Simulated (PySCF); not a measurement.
Ge(OH)(SH) (GeH₂OS), SMILES [OH][Ge][SH] (connectivity only; charge and spin as stated), neutral, multiplicity 1.

Coordinates come from a B3LYP-D3(BJ)/def2-TZVP optimisation. The values are those of a single conformer.

All values below come from TDA-ωB97X/def2-SVPD (PySCF).

Vertical excitations.  State labels are in the subgroup Cs.

Q: List the lowest excited states. (An estimate is asked for; the answer gives what the named calculation found.)

A: 
```tsv
state	symmetry	energy (eV)	λ (nm)	f	main pairs
S1	A"	4.37	283	0.040	HOMO→LUMO 97 %
S2	A'	5.21	238	0.021	HOMO−1→LUMO 86 %
S3	A"	6.26	198	0.006	HOMO−1→LUMO+1 45 %, HOMO−2→LUMO 25 %, HOMO−1→LUMO+2 11 %, HOMO−1→LUMO+5 8 %
S4	A"	6.41	194	0.007	HOMO−2→LUMO 71 %, HOMO−1→LUMO+1 12 %
S5	A'	6.73	184	0.180	HOMO→LUMO+1 59 %, HOMO→LUMO+2 17 %, HOMO→LUMO+3 10 %
S6	A'	6.82	182	0.028	HOMO→LUMO+2 47 %, HOMO→LUMO+3 38 %
S7	A"	6.88	180	0.064	HOMO−1→LUMO+2 68 %, HOMO−1→LUMO+1 26 %
S8	A'	7.14	174	0.335	HOMO−3→LUMO 47 %, HOMO→LUMO+2 19 %, HOMO→LUMO+1 12 %, HOMO→LUMO+3 10 %
S9	A"	7.34	169	0.005	HOMO−1→LUMO+3 73 %
S10	A'	7.47	166	0.692	HOMO−3→LUMO 35 %, HOMO→LUMO+3 32 %, HOMO→LUMO+1 11 %
T1	A"	3.19	389	0	HOMO→LUMO 96 %
T2	A'	4.40	281	0	HOMO−1→LUMO 97 %
T3	A'	5.36	231	0	HOMO→LUMO+1 84 %
T4	A"	5.90	210	0	HOMO−2→LUMO 65 %, HOMO−1→LUMO+1 16 %
```
Triplets are in the Tamm–Dancoff approximation.
